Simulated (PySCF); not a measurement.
# Electronic absorption of C4H6BCl3O2

C₄H₆BCl₃O₂.
SMILES: `ClC(Cl)(Cl)C1COBOC1`

Level of theory: TDDFT CAM-B3LYP/def2-SVPD, vertical, gas phase, core orbitals frozen in the response in PySCF. One conformer (not necessarily the lowest) at the PBE0-D3(BJ)/def2-SVP geometry, without solvent, vibrations or thermal averaging.

```json
{"state": "S1", "E (eV)": "6.49", "E (kJ/mol)": "626", "λ (nm)": "190.9", "f": "0.0001", "|μ| (D)": "0.06", "main configurations (H = HOMO, L = LUMO)": "H-2→L (44%), H→L (29%), H-1→L (13%)"}
{"state": "S2", "E (eV)": "6.88", "E (kJ/mol)": "664", "λ (nm)": "180.1", "f": "0.012", "|μ| (D)": "0.68", "main configurations (H = HOMO, L = LUMO)": "H-5→L (62%)"}
{"state": "S3", "E (eV)": "6.90", "E (kJ/mol)": "665", "λ (nm)": "179.8", "f": "0.014", "|μ| (D)": "0.72", "main configurations (H = HOMO, L = LUMO)": "H-3→L (66%)"}
{"state": "S4", "E (eV)": "7.11", "E (kJ/mol)": "686", "λ (nm)": "174.5", "f": "0.0033", "|μ| (D)": "0.35", "main configurations (H = HOMO, L = LUMO)": "H-4→L (47%), H-7→L (13%), H-5→L+2 (11%)"}
{"state": "S5", "E (eV)": "7.26", "E (kJ/mol)": "701", "λ (nm)": "170.7", "f": "0.0048", "|μ| (D)": "0.42", "main configurations (H = HOMO, L = LUMO)": "H-2→L+2 (23%), H→L+2 (19%), H-8→L (14%)"}
{"state": "S6", "E (eV)": "7.28", "E (kJ/mol)": "703", "λ (nm)": "170.2", "f": "0.0092", "|μ| (D)": "0.58", "main configurations (H = HOMO, L = LUMO)": "H-2→L+1 (22%), H-9→L (19%), H→L+1 (12%)"}
{"state": "S7", "E (eV)": "7.82", "E (kJ/mol)": "755", "λ (nm)": "158.5", "f": "0.0000", "|μ| (D)": "0.02", "main configurations (H = HOMO, L = LUMO)": "H-1→L (35%), H→L (17%), H-5→L (12%)"}
{"state": "S8", "E (eV)": "7.83", "E (kJ/mol)": "756", "λ (nm)": "158.3", "f": "0.0015", "|μ| (D)": "0.22", "main configurations (H = HOMO, L = LUMO)": "H→L (32%), H-2→L (30%), H-1→L (11%)"}
{"state": "S9", "E (eV)": "7.99", "E (kJ/mol)": "771", "λ (nm)": "155.2", "f": "0.0018", "|μ| (D)": "0.24", "main configurations (H = HOMO, L = LUMO)": "H-3→L+1 (13%), H→L+1 (12%), H-1→L (11%)"}
{"state": "S10", "E (eV)": "7.99", "E (kJ/mol)": "771", "λ (nm)": "155.1", "f": "0.0015", "|μ| (D)": "0.23", "main configurations (H = HOMO, L = LUMO)": "H-3→L+1 (10%), H-1→L (9%), H→L+1 (8%)"}
```

Triplets (Tamm–Dancoff): T1 5.87 eV, H-2→L (42%), H→L (23%), H-1→L (12%); T2 6.13 eV, H-5→L (60%); T3 6.14 eV, H-3→L (56%); T4 6.40 eV, H-4→L (36%), H-5→L+2 (13%), H-7→L (13%).

The lowest singlet lies at 6.49 eV (191 nm, vacuum ultraviolet) and is dark (f under 0.0005); its leading configuration is HOMO-2→LUMO (44%). The largest oscillator strength of a single state is 0.014. S9/S10 lie within about 0.01 eV of each other. Löwdin shares by element: HOMO oxygen 48%, chlorine 16% or more (atoms not listed hold the other 37%); LUMO chlorine 72%, carbon 22% or more. The listed states span 1.50 eV, and the widest gap between neighbours is 0.54 eV (S6 to S7). Orbital energies (eV): HOMO-3 -10.82, HOMO-2 -10.62, HOMO-1 -10.48, HOMO -10.11, LUMO -0.09, LUMO+1 0.66, LUMO+2 0.70. Weighted by f, the mean energy of these states is 7.12 eV. The vertical ionisation energy (ΔSCF) is 10.88 eV, 2.88 eV above S10. Singlets were solved by full linear response, triplets in the Tamm–Dancoff approximation.

Time: 21 min of wall time; peak memory 1.4 GiB. Hardware: an Arm Neoverse N1 with one thread, on a shared host.
